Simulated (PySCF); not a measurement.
Relaxation of quintet HCoS

All numbers come from UPBE0/[Co def2-TZVP, S def2-TZVP, H def2-TZVP], no relativity, density fitting, PySCF. A (50,194) grid was used.

A hand-made linear start, of C∞v symmetry, held to at least that symmetry:

Coordinates in bohr (charge 0 multiplicity 5):
```
Co    0.0000    0.0000    1.2653
S     0.0000    0.0000   -2.4574
H     0.0000    0.0000    3.9676
```

Optimiser trace:
```
step  E − E(last) (kJ/mol)  largest gradient (Eh/bohr)
   0                 26.23                     0.05322
   1                  6.03                     0.02609
   2                  0.80                     0.01022
   3                  0.11                     0.00473
   4                  0.01                     0.00151
   5                  0.00                     0.00029
   6                  0.00                     0.00004
```

It ends at C∞v with Co–H 1.590 Å, Co–S 2.053 Å; H–Co–S 180.0°. A frequency run shows a minimum.

Final geometry:
```xyz
3
charge 0 multiplicity 5, angstrom
Co    0.0000    0.0000    0.6966
S     0.0000    0.0000   -1.3561
H     0.0000    0.0000    2.2863
```

Open d and f shells are described by one determinant, and the ground state may have another occupation or spin. At this level a triplet minimum of Cs symmetry lies 121 kJ/mol below this structure.
